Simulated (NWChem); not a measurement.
Molecule: C5H3NS; SMILES C#Cc1nccs1

```xyz
10

C      0.0255     3.0728     0.0038
C     -0.1212     1.8689     0.0022
C     -0.2528     0.4556     0.0010
N     -1.3808    -0.2041     0.0005
C     -1.1604    -1.5425     0.0004
C      0.1543    -1.9353     0.0008
S      1.1702    -0.5590     0.0012
H      0.1411     4.1414     0.0052
H     -2.0089    -2.2293     0.0001
H      0.5595    -2.9460     0.0007
```
Atoms are numbered in this order, from 1.

Coordinates come from a PBE0/def2-SVP optimisation.

Give the principal values of the shielding tensors (ppm) of C1, C2, C3, N4, C5 from PBE0/pcSseg-1, GIAO (NWChem), with their diamagnetic and paramagnetic parts as GIAO splits them.


```
atom     σ11     σ22    σ33  isotropic  diamagnetic  paramagnetic
----  ------  ------  -----  ---------  -----------  ------------
C1      28.2    48.1  202.9       93.1        258.9        -165.8
C2       7.2     8.6  297.1      104.3        243.5        -139.2
C3     -42.0    40.8   98.5       32.4        265.0        -232.6
N4    -429.8  -123.7  223.3     -110.1        329.2        -439.3
C5     -36.8    36.9  111.0       37.0        249.3        -212.3
```
